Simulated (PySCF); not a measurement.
AlCl3 (SMILES [Cl][Al]([Cl])[Cl]), singlet, geometry from GFN2-xTB (such geometries of metal compounds can be far from the true shape); PBE0/STO-3G in PySCF.

Input for PySCF:
```python
from pyscf import gto, scf, dft

mol = gto.M(
    atom='''
Al    0.00007163   -0.00003268   -0.01168397
Cl    0.01172470    2.02980854   -0.00262734
Cl    1.75194248   -1.02503148    0.01658624
Cl   -1.76372195   -1.00475207   -0.00502410
''',
    basis='sto-3g',
    verbose=4,
)

mf = dft.RKS(mol)
mf.xc = 'pbe0'
mf.kernel()
mf.analyze()
```

Question: What does PySCF print? Leave out banner, timings and long lists.

Answer: 
```
PySCF version 2.14.0

[INPUT] verbose = 4
[INPUT] num. atoms = 4
[INPUT] num. electrons = 64
[INPUT] charge = 0
[INPUT] spin (= nelec alpha-beta = 2S) = 0
[INPUT] symmetry False subgroup None
[INPUT] Mole.unit = angstrom
[INPUT] Symbol           X                Y                Z      unit          X                Y                Z       unit  Magmom
[...]
nuclear repulsion = 303.334805010193
number of shells = 20
number of NR pGTOs = 108
number of NR cGTOs = 36
basis = sto-3g
ecp = {}

******** <class 'pyscf.dft.rks.RKS'> ********
method = RKS
initial guess = minao
damping factor = 0
level_shift factor = 0
DIIS = <class 'pyscf.scf.diis.CDIIS'>
diis_start_cycle = 1
diis_space = 8
diis_damp = 0
SCF conv_tol = 1e-09
SCF conv_tol_grad = None
SCF max_cycles = 50
direct_scf = True
direct_scf_tol = 1e-13
XC library pyscf.dft.libxc version 7.1.2
    S. Lehtola, C. Steigemann, M. J. T. Oliveira, and M. A. L. Marques,  SoftwareX 7, 1–5 (2018)
XC functionals = pbe0
    C. Adamo and V. Barone,  J. Chem. Phys. 110, 6158 (1999)
    M. Ernzerhof and G. E. Scuseria,  J. Chem. Phys. 110, 5029 (1999)
radial grids:
    Treutler-Ahlrichs [JCP 102, 346 (1995); DOI:10.1063/1.469408] (M4) radial grids

becke partition: Becke, JCP 88, 2547 (1988); DOI:10.1063/1.454033
pruning grids: <function nwchem_prune>
grids dens level: 3
symmetrized grids: False
atomic radii adjust function: <function treutler_atomic_radii_adjust>
small_rho_cutoff = 0
Set gradient conv threshold to 3.16228e-05
Initial guess from minao.
tot grids = 75824
init E= -1604.12464279061
[...]
cycle= 1 E= -1604.70822982  delta_E= -0.584  |g|= 0.465  |ddm|= 2.46
[...]
cycle= 2 E= -1604.74116151156  delta_E= -0.0329  |g|= 0.417  |ddm|= 1.83
[...]
cycle= 3 E= -1604.81135331436  delta_E= -0.0702  |g|= 0.00707  |ddm|= 0.827
[...]
cycle= 4 E= -1604.81137733335  delta_E= -2.4e-05  |g|= 0.000683  |ddm|= 0.0165
[...]
cycle= 5 E= -1604.81137760768  delta_E= -2.74e-07  |g|= 4.02e-05  |ddm|= 0.00175
[...]
cycle= 6 E= -1604.81137760877  delta_E= -1.09e-09  |g|= 2.96e-06  |ddm|= 0.000129
[...]
cycle= 7 E= -1604.81137760878  delta_E= -1.02e-11  |g|= 1.12e-07  |ddm|= 1.14e-05
[...]
Extra cycle  E= -1604.81137760878  delta_E= -9.09e-13  |g|= 4.38e-08  |ddm|= 4.54e-07
converged SCF energy = -1604.81137760878
**** SCF Summaries ****
Total Energy =                       -1604.811377608780504
Nuclear Repulsion Energy =             303.334805010192952
One-electron Energy =                -2828.670039325839753
Two-electron Energy =                  920.523856706866354
Two-electron Coulomb Energy =         1023.440312592147393
DFT Exchange-Correlation Energy =     -102.916455885281039
HOMO-LUMO gap [eV] =                     9.524075710182617
**** MO energy ****
[...]
 ** Mulliken pop on meta-lowdin orthogonal AOs  **
 ** Mulliken pop  **
[...]
 ** Mulliken atomic charges  **
charge of    0Al =      0.80767
charge of    1Cl =     -0.26922
charge of    2Cl =     -0.26922
charge of    3Cl =     -0.26922
Dipole moment(X, Y, Z, Debye):  0.00057, -0.00025, -0.09319
```
